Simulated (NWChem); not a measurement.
System: BaCl cation; SMILES [Cl][Ba+]

```xyz
2

Ba     0.0000     0.0000    -0.6190
Cl     0.0000     0.0000     2.0331
```
Atoms are numbered in this order, from 1.

Structure relaxed at the PBE0/def2-SVP level. def2 effective core potentials on Ba; no spin-orbit coupling.

Task: List the 6 lowest vertical singlet excitations from PBE0/def2-SVP with def2 effective core potentials on Ba, full TDDFT (NWChem).

Result: 
| state | energy (eV) | oscillator strength | leading excitation (squared amplitude) |
|---|---|---|---|
| S1 | 4.65 | 0.011 | HOMO → LUMO (0.99) |
| S2 | 4.65 | 0.011 | HOMO−1 → LUMO (0.99) |
| S3 | 4.94 | 0.003 | HOMO−2 → LUMO (0.99) |
| S4 | 5.03 | 0.000 | HOMO → LUMO+1 (0.50) |
| S5 | 5.03 | 0.000 | HOMO−1 → LUMO+1 (0.50) |
| S6 | 5.09 | 0.005 | HOMO−1 → LUMO+2 (0.50) |
